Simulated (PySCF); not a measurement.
Pr2O3 at several levels of theory

Computed with PySCF 2.14.0 (density fitting, no spin-orbit coupling) at the geometry relaxed with r2SCAN:

```xyz
5
Pr2O3 (singlet in the valence; each metal's 4f electrons, 2 of them, lie in its core potential, out of spins and levels)
Pr    0.0000    0.0000    1.4816
Pr    0.0000    0.0000   -1.4816
O     1.5786    0.0000    0.0000
O    -0.7893    1.3671    0.0000
O    -0.7893   -1.3671    0.0000
```

```tsv
level	basis	state	HOMO (eV)	gap (eV)	charge on Pr1 (e)	population of f-type functions on Pr1 (polarisation alone where 4f lies in the core)	dipole about the centre of mass (D)	largest force component (eV/Å)
r2SCAN	Pr lcecp-1-SVP with ECP48, O def2-SVP	singlet	-4.14	3.00	0.96	0.10	0.00	0.02
PBE0	the same	singlet	-5.26	4.19	0.98	0.10	0.00	0.50
CAM-B3LYP	the same	singlet	-6.52	5.93	0.98	0.11	0.00	0.24
B3LYP	the same	singlet	-5.03	3.66	0.94	0.10	0.00	0.26
r2SCAN	Pr lcecp-1-TZVP with ECP48, O def2-TZVP	singlet	-4.20	3.08	1.24	0.11	0.00	0.29
```

In the lcecp rows the 4f levels are missing from HOMO and gap, and the state counts the valence alone.

Charges are Mulliken's, which hang on the basis. The relaxation used the grid (50, 194), these runs (75, 302) or, all-electron (x2c bases, spin-free X2C Hamiltonian), (99, 590).

Task: What does TPSSh with Pr lcecp-1-SVP with ECP48, O def2-SVP give here?

Result: state singlet, HOMO (eV) -4.45, gap (eV) 3.23, charge on Pr1 (e) 0.95, population of f-type functions on Pr1 (polarisation alone where 4f lies in the core) 0.10, dipole about the centre of mass (D) 0.00, largest force component (eV/Å) 0.04. Time: 11 s on 2 threads of Arm Neoverse V2, on a shared host, from an already converged density.

In the first row's basis the gap widens with exact exchange: 3.0 eV for r2SCAN (none); 3.2 to 4.2 eV for TPSSh, B3LYP, PBE0 (a fixed share); 5.9 eV for CAM-B3LYP (rising or full at long range).

No frequency check is given that shows the relaxed geometry to be a minimum. An lcecp potential fixes the number of 4f electrons, so in runs with it no electron can move into or out of that shell.
